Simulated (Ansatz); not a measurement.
Stepwise reaction of `[F][GeH]([F])[Cl]` with hydrogen, as a gas-phase model of exchange steps in deposition or etching. ΔE in kJ/mol; ΔG adds harmonic PBE0-D4 terms to CCSD(T)/CBS, at 1 bar.

Computed with Ansatz on PBE0-D4/def2-TZVP structures; ΔE is electronic, products minus reactants. CCSD(T)/CBS adds triple-zeta CCSD(T) − MP2 to the extrapolated MP2 energy (def2 sets, frozen cores). This one scheme is used for every species. Functionals use def2-TZVPP. B3LYP here is the variant with VWN-RPA as its local correlation; programs differ in this. For Ge outer-core shells are correlated without core-valence functions, which leaves a few kJ/mol of doubt a bond. Scalar relativity is left out up to krypton.

| step | reaction | PBE-D4 | B3LYP-D4 | ωB97M-V | CCSD(T)/CBS | ΔG(400 K) |
| --- | --- | --- | --- | --- | --- | --- |
| 2 | `[F][GeH2][Cl]` + H₂ → `[Cl][GeH3]` + H–F | 42.2 | 45.6 | 44.3 | 37.7 | 42.6 |

Task: Give the row of step 1, `[F][GeH]([F])[Cl]` + H₂ → `[F][GeH2][Cl]` + H–F. (An estimate is asked.)

Result: Computed: 
| step | reaction | PBE-D4 | B3LYP-D4 | ωB97M-V | CCSD(T)/CBS | ΔG(400 K) |
| --- | --- | --- | --- | --- | --- | --- |
| 1 | `[F][GeH]([F])[Cl]` + H₂ → `[F][GeH2][Cl]` + H–F | 46.2 | 48.9 | 48.9 | 42.8 | 44.2 |

Task: By hand: ΔE of the 2 steps together at CCSD(T)/CBS.

Result: (42.8) + (37.7) = 80.5 kJ/mol, or 40.2 kJ/mol a step.

In ΔE each step is lower than the one before. All are uphill at CCSD(T)/CBS. ΔG lies between 42.6 and 44.2 kJ/mol a step. PBE-D4 differs from CCSD(T)/CBS by 3.4 to 4.5 kJ/mol a step. Isolated molecules leave out the surface, adducts and barriers. Largest T1 diagnostic: 0.012.
